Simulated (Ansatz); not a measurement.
The first iterations of a band of C₂H₇AsS (11 atoms, charge 0, multiplicity 1).

The calculation used RHF/def2-SVP in Ansatz.

- movable images: 5
- climbing image: yes
- spring: 50.0 eV/Å²
- optimiser: quadratic models (default)
- start path: through a guess of the saddle point
- force threshold: 0.05 eV/Å
- iteration limit: 60
- end points: relaxed

First end point:

```xyz
11
Properties=species:S:1:pos:R:3
C -0.769 1.634 -0.041
S 0.904 1.167 -0.547
C 0.772 -0.641 -0.633
As 0.945 -1.546 1.123
H -0.790 2.722 -0.019
H -1.017 1.261 0.951
H -1.507 1.285 -0.762
H 1.614 -0.968 -1.242
H -0.140 -0.925 -1.154
H 0.454 -2.904 0.665
H -0.400 -1.142 1.678
```

Last end point:

```xyz
11
Properties=species:S:1:pos:R:3
C -0.836 1.882 -0.113
S 0.528 1.071 -1.007
C 0.205 -0.640 -0.926
As 0.816 -1.585 0.479
H -0.660 2.957 -0.160
H -0.869 1.576 0.933
H -1.793 1.660 -0.584
H 2.228 -1.257 0.828
H -0.572 -1.104 -1.520
H 0.805 -3.054 0.218
H 0.213 -1.564 1.873
```

| iteration | highest image above the first end (eV) | largest band force component (eV/Å) |
| --- | --- | --- |
| 1 | 6.161 | 6.132 |
| 2 | 5.416 | 2.257 |
| 3 | 5.053 | 0.984 |
| 4 | 4.655 | 0.847 |
| 5 | 4.268 | 0.893 |

Problem. Does the band converge within its limit, and where does its top end?

Solution. The forces met the threshold. It ended after 15 iterations with the highest image 4.935 eV above the first end. Neighbouring images differ by up to 2.6 eV, so the band resolves the path poorly. Another band between the same ends (5 images) ends at a top of the same energy, where a vibrational analysis finds 1 clearly imaginary mode. The orbitals stay closed-shell, which can raise the energy where a bond breaks towards radicals; this wasn't checked here.

Time of the run: 110 s on 2 threads of Arm Neoverse V2 (shared host), peak memory 0.27 GiB.
